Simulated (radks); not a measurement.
Values are calculated unless marked as measured or tabulated.
All-electron atom: Os0.3+ in [Kr] 4d10 4f14 5s2 5p(up 3, down 2.7) 5d6 6s2 (fractional occupations, a model configuration). Level of theory: scalar-relativistic Kohn-Sham, PBE, spin-polarised, spherical densities, point nucleus; open shells are filled with parallel spins first (spin-orbit coupling, left out, can overturn this in heavy ions) (a radial shooting solver on a logarithmic mesh with Libxc functionals).

Normalised radial functions P(r) = r R(r), r in bohr:

```
   r/bohr * 4f down (the largest magnitude, 1.33, reaches the edge; | marks zero)
 0.003534 *
 0.005576 *
 0.008798 *
  0.01388 *
   0.0219 *
  0.03483 *
  0.05496 | *
  0.08671 |     *
   0.1368 |                *
   0.2158 |                                    *
   0.3433 |                                                      *
   0.5416 |                                                   *
   0.8545 |                             *
    1.348 |         *
    2.127 | *
    3.383 *
    5.338 *
    8.422 *
```

4f down: eigenvalue -55.384 eV, 0 radial nodes, <r> = 0.554 bohr, 90 % of the charge inside 0.904 bohr.
